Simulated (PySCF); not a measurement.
# Dipole response of Xe²⁺ (xenon, charge +2)

[Kr] 4d10 5s2 5p3 5d1, high-spin 5D determinant (an excited configuration). Calculation: PySCF 2.14, in aug-cc-pV5Z-PP with ECP28MDF (8s8p6d4f3g2h, 139 functions); scalar relativity through the core potential. Coupled (time-dependent) response in atomic units; α is the mean over directions.

```tsv
method	mean α (bohr³)	α xx, yy, zz	C₆ (like pair)	S(−4)
PBE	25.52	30.21, 30.21, 16.15	181.4	413.1
```

S(−4) is the Cauchy moment in α(ω) = α(0) + S(−4) ω² + …

Spin-orbit coupling is absent.

α(iu) at PBE:

```
u (hartree)  α(iu) (bohr³)
          0          25.52
     0.0500          24.57
      0.100          22.37
      0.200          17.78
      0.300          14.31
      0.500          9.780
      0.750          6.530
       1.00          4.646
       1.50          2.732
       2.00          1.844
       3.00          1.052
       5.00         0.5012
```

For an ion, C₆ is the dispersion term alone; charge-induced terms of lower order in 1/R come first.

The components differ because the open shell of this determinant is not spherical; for a pure term their mean is the scalar polarisability.

Energies and moments cover only the electrons outside the core potential. The outer electron is Rydberg-like, and this basis confines it to a smaller radius and binds it less than a complete one would.
